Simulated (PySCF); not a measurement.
An unknown is described by computed data only.

Elements present: B, C, H, N and Si. Monoisotopic mass: 127.0989 u.

- UV, strongest line: among the 10 lowest singlet transitions: S10 at 7.69 eV (161 nm, f = 0.025) [TDDFT CAM-B3LYP/def2-SVPD]
- Triplet: lowest triplet excitation (Tamm–Dancoff): 5.27 eV [TDA CAM-B3LYP/def2-SVPD]
- Dipole: 1.23 D [CAM-B3LYP/def2-SVPD]
- 13C NMR: chemical shifts (computed TMS as zero) by class: 53.9 (1 C), 44.2 (1 C), 40.3 (1 C), 29.8 (1 C), 25.1 (1 C) ppm [GIAO PBE0/pcSseg-1]
- NMR, other nuclei: isotropic shieldings of nuclei other than C and H, by class: 14 (1 B), 222 (1 N), 411 (1 Si) ppm [GIAO PBE0/pcSseg-1]
- Polarisability: 105.9 au [CAM-B3LYP/def2-SVPD]
- Rotational structure: rotational constants A, B, C: 3.821, 0.871, 0.754 GHz [PBE0-D3(BJ)/def2-SVP]
- 1H NMR: chemical shifts (computed TMS as zero) by class: 7.58 (1 H), 4.65 (3 H), 2.53 (1 H), 2.47 (1 H), 2.01 (1 H), 1.99 (1 H), 1.82 (1 H), 1.47 (1 H), 0.86 (1 H), 0.63 (1 H), 0.44 (1 H), -0.57 (1 H) ppm [GIAO PBE0/pcSseg-1]
- Valence photoelectron: vertical ionisation energy: 8.62 eV [ΔSCF CAM-B3LYP/def2-SVPD]
- UV, first state: lowest singlet excitation: 5.55 eV (223 nm, f = 0.003) [TDDFT CAM-B3LYP/def2-SVPD]

Electronic properties: PySCF, gas phase, density fitting. Levels stand in brackets. The structure is a single PBE0-D3(BJ)/def2-SVP conformer in the gas phase; no vibrational or solvent corrections. NMR values are class means; diastereotopic atoms form classes of their own.

Task: Which formula fits the mass and the elements?

Result: C5H14BNSi (calculated 127.0989). No other formula that holds each of these elements comes within 0.0003 u with a fitting electron parity and a possible valence count.

Task: Propose a structure and show how it fits.

Result: Numbering: `[SiH3:1][NH:2][C@@H:3]1[CH2:4][BH:5][CH2:6][CH2:7][CH2:8]1`. 5 carbons fall into 5 classes; from least to most shielded: ring sp3 carbon bound to nitrogen [C3] (53.9 ppm), ring sp3 carbon bound to boron [C4] (44.2 ppm), ring CH2 carbon [C8] (40.3 ppm), ring sp3 carbon bound to boron [C6] (29.8 ppm), ring CH2 carbon [C7] (25.1 ppm). Hydrogen classes from least to most shielded: 1 H on a three-coordinate boron, B5 (7.58 ppm), 3 H on an SiH3 silicon, Si1 (4.65 ppm), 1 H on an sp3 carbon bound to boron, C4 (2.53 ppm), 1 H on an sp3 carbon bound to nitrogen, C3 (2.47 ppm), 1 H on an sp3 carbon bound to boron, C6 (2.01 ppm), 1 H on a ring CH2 carbon, C8 (1.99 ppm), 1 H on a ring CH2 carbon, C7 (1.82 ppm), 1 H on a ring CH2 carbon, C7 (1.47 ppm), 1 H on a ring CH2 carbon, C8 (0.86 ppm), 1 H on an sp3 carbon bound to boron, C6 (0.63 ppm), 1 H on an sp3 carbon bound to boron, C4 (0.44 ppm), 1 H on a silicon-bound nitrogen, N2 (-0.57 ppm). The other shieldings belong to: 14 ppm, three-coordinate boron [B5]; 222 ppm, silicon-bound nitrogen [N2]; 411 ppm, SiH3 silicon [Si1]. The first electron is taken from the HOMO, whose largest Löwdin shares are 0.51 on the silicon-bound nitrogen, 0.10 on the SiH3 silicon, 0.08 on the sp3 carbon bound to nitrogen and 0.07 on a ring CH2 carbon. The optimised geometry has point group C1 and is an asymmetric top. Structure: `[SiH3]N[C@@H]1CBCCC1`. Computed isomers that give other values at the same levels: `[SiH3]NB1CCCCC1` (rotational constant A: 3.580 GHz; this holds for the one conformer computed). The assignments are read from this structure; whether some other isomer fits the data as well wasn't checked. The mirror image fits equally.
